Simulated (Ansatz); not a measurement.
CH$_{4}$ClInO, SMILES `C[O][InH][Cl]`. The species carries charge 0 and has multiplicity 1. In: def2 effective core potential.

Z-matrix (Å, degrees):
```
C
O 1 1.406
H 1 1.097 2 113.5
H 1 1.096 2 109.7 3 120.8
H 1 1.096 2 109.7 3 -120.8
In 2 1.962 1 124.2 3 -0.0
Cl 6 2.332 2 110.2 1 0.0
H 6 1.688 2 125.6 1 -180.0
```

Q: List the harmonic frequencies (cm⁻¹, unscaled) at PBE0-D4/def2-TZVP in Ansatz. (Estimate.)

A: Ansatz gave: 62, 100, 115, 241, 349, 394, 442, 550, 1117, 1173, 1199, 1476, 1493, 1496, 1922, 3001, 3067, 3068.

Q: Is this a minimum?

A: Yes, all 18 modes are real.

Q: Give the ideal-gas thermochemistry at 298.15 K and 1 bar (rigid rotor, harmonic oscillator; point group Cs, symmetry number 1).

A: Zero-point energy 127.2 kJ/mol; H(298) − E = 147.5 kJ/mol; entropy 358.1 J/(mol·K), of which translation 173.8, rotation 115.3, vibration 69.1; G(298) − E = 40.7 kJ/mol. Modes under 100 cm⁻¹ are hindered rotations or soft bends, so the harmonic entropy is rough.

Q: And at 400, 500, 600, 800 and 1000 K?

A: 
```
T (K)  H − E (kJ/mol)  S (J/mol/K)  G − E (kJ/mol)
  400           157.5        386.9             2.8
  500           168.4        411.1           -37.2
  600           180.2        432.6           -79.4
  800           206.1        469.8          -169.7
 1000           234.4        501.3          -266.9
```
